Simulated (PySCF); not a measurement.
CaI₂ (singlet). All numbers come from BP86/[Ca def2-TZVP, I def2-TZVP with ECP28], scalar-relativistic core potentials, density fitting, no spin–orbit coupling, PySCF.

Harmonic bands of its minimum:

| ω (cm⁻¹) | IR (km/mol, summed over degenerate members) | degeneracy |
| --- | --- | --- |
| 43 | 56.5 | 2 |
| 121 | 0.0 | 1 |
| 305 | 153 | 1 |

Problem. The central atom is Ca. Infer the point group and assign the bands.

Solution. D∞h. The modes span πu + σg+ + σu+: 43 πu, 121 σg+, 305 σu+. The computed geometry has Ca–I 2.831 Å (×2); I–Ca–I 180.0°.
